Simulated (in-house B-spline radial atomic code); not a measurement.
Configurations of Se⁴⁺, with energies counted from [Ar] 3d10 4s2. Level of theory: non-relativistic r2SCAN0, spin-polarised, spherical fractional occupations, exact exchange averaged over the configuration, point nucleus; calculated with a B-spline radial code for spherical atoms. Shells without spins written out take the highest spin.

Occupations are held fixed; configurations that lie above the ionisation limit could autoionise.

```tsv
configuration	E - E(ref) (eV)	highest orbital	its <r> (bohr)
[Ar] 3d10 4s1 4p1	10.5	4p up	1.784
[Ar] 3d10 4s1 4d1	30.525	4d up	2.321
[Ar] 3d10 4s1 5f1	52.092	5f up	5.938
[Ar] 3d9 4s2 4p1	62.378	4p up	1.726
[Ar] 3d9 4s2 5s1	88.023	5s up	3.226
```

Problem. Order these further configurations by energy, lowest first.
A. [Ar] 3d10 4s1 4f1
B. [Ne] 3s2 3p5 3d10 4s2 4d1
C. [Ar] 3d10 4s1 5p1
D. [Ar] 3d9 4s2 4d1
E. [Ar] 3d10 4s1 5d1

Solution. C (39.167 eV), A (44.328 eV), E (46.116 eV), D (83.297 eV), B (185.52 eV).

Problem. How far above the reference does [Ar] 3d9 4s2 4f1 lie?

Solution. 98.206 eV; its least bound orbital is 4f up with <r> = 3.269 bohr.
